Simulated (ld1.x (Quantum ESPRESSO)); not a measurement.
# An all-electron radial function and its pseudo partner (chlorine (Cl))

Columns: radius, all-electron u(r) and pseudo u(r) of the 3p shell (level -25.48 eV) of chlorine in the configuration [Ne] 3s2 3p3.5; LDA (PZ), scalar-relativistic, TM scheme, ld1.x (Quantum ESPRESSO) 7.5.

| r (bohr) | all-electron | pseudo |
| --- | --- | --- |
| 0.062 | 0.1141 | -0.0046 |
| 0.125 | 0.2779 | -0.0188 |
| 0.188 | 0.3791 | -0.0419 |
| 0.250 | 0.4029 | -0.0729 |
| 0.312 | 0.3651 | -0.1112 |
| 0.375 | 0.2828 | -0.1564 |
| 0.438 | 0.1737 | -0.2069 |
| 0.500 | 0.0535 | -0.2606 |
| 0.562 | -0.0702 | -0.3170 |
| 0.625 | -0.1925 | -0.3761 |
| 0.688 | -0.3070 | -0.4360 |
| 0.750 | -0.4094 | -0.4947 |
| 0.812 | -0.5003 | -0.5522 |
| 0.875 | -0.5802 | -0.6083 |
| 0.938 | -0.6476 | -0.6607 |
| 1.000 | -0.7022 | -0.7072 |
| 1.062 | -0.7458 | -0.7472 |
| 1.125 | -0.7799 | -0.7801 |
| 1.188 | -0.8043 | -0.8043 |
| 1.250 | -0.8201 | -0.8201 |
| 1.312 | -0.8285 | -0.8285 |
| 1.375 | -0.8306 | -0.8306 |
| 1.438 | -0.8270 | -0.8270 |
| 1.500 | -0.8187 | -0.8187 |
| 1.562 | -0.8063 | -0.8063 |
| 1.625 | -0.7904 | -0.7904 |

**Question.** How many radial nodes do the two functions have?

**Answer.** The all-electron 3p function has n − l − 1 = 1; the pseudo-wave has 0, since the states of the same l below it are removed with the core.

**Question.** At about which radius was the pseudo-wave matched?

**Answer.** 1.25 bohr. The columns agree to 0.0005 from 1.12 bohr on; several derivatives are matched, so the curves merge somewhat inside the radius.

**Question.** Where does each function peak?

**Answer.** Outermost all-electron maximum near 1.38 bohr, pseudo maximum near 1.38 bohr (to the table’s step).

**Question.** Is the pseudo-wave norm-conserving?

**Answer.** Yes: the TM scheme keeps the norm inside the radius equal to the all-electron one, which fixes the energy derivative of the logarithmic derivative at the level.
